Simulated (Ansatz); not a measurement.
Ideal-gas functions of `[NH2][W]([NH2])(=[O])=[O]` at 600 K and 1 bar, from an Ansatz frequency run at PBE0-D4/def2-TZVP.

Molar mass 247.88 g/mol, point group C2v (symmetry number 2), electronic degeneracy 1, moments of inertia 136.909, 159.265, 159.351 u Å². Harmonic wavenumbers (cm⁻¹, unscaled): 151, 215, 217, 249, 306, 330, 335, 405, 413, 661, 665, 699, 717, 1001, 1044, 1545, 1549, 3591, 3594, 3694, 3694.

Use S(trans) = R[1.5 ln M + 2.5 ln T − 1.1517]; rotational temperatures θ = 24.2544 K / I; S(rot) = R[ln(√π/σ · √(T³/θAθBθC)) + 1.5]; for each mode x = 1.438777 ν̃/T, S = R[x/(eˣ − 1) − ln(1 − e⁻ˣ)] and H = RT x/(eˣ − 1); 1 cm⁻¹ = 0.0119627 kJ/mol; R = 8.31446 J/(mol·K).

Question: By hand: the entropy, in J/(mol·K).

Answer: Translation 192.1. Rotation: θ = 0.1772, 0.1523, 0.1522 K, giving 114.1. Vibration, mode by mode: 16.81, 13.91, 13.84, 12.72, 11.07, 10.47, 10.36, 8.88, 8.73, 5.30, 5.26, 4.93, 4.76, 2.78, 2.56, 0.98, 0.98, 0.01, 0.01, 0.01, 0.01, in all 134.4. Electronic 0.0. Sum 440.6 J/(mol·K).

Question: By hand: H − E and G − E in kJ/mol, counted from the electronic energy.

Answer: Zero-point energy ½ × 25075 × 0.0119627 = 150.0; thermal vibration 42.3; translation, rotation and pV give 4 RT = 20.0. H − E = 212.3 kJ/mol, and G − E = 212.3 − 600 × 440.6/1000 = -52.1 kJ/mol.

Vibration gives 31 % of the entropy. The sum counts one conformer and one mirror image; others add a mixing term.
